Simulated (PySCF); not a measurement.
## Electron correlation in F⁻ (fluorine, charge -1)

[Ne], closed-shell 1S. Calculation: PySCF 2.14, in aug-cc-pCVTZ-DK (7s6p4d2f, 59 functions); the spin-free X2C one-electron Hamiltonian (Gaussian nucleus). Frozen: 1s2; 8 electrons correlated.

MP2 pair energies summed by pair of shells (mhartree):

| pair | energy | share (%) |
| --- | --- | --- |
| 2p-2p | -211.16 | 70.2 |
| 2s-2p | -78.94 | 26.2 |
| 2s-2s | -10.66 | 3.5 |

Total MP2 correlation energy: -300.76 mhartree.

Same-spin part -79.67 and opposite-spin part -221.09 mhartree; SCS-MP2 scales them by 1/3 and 6/5 to -291.87 mhartree.
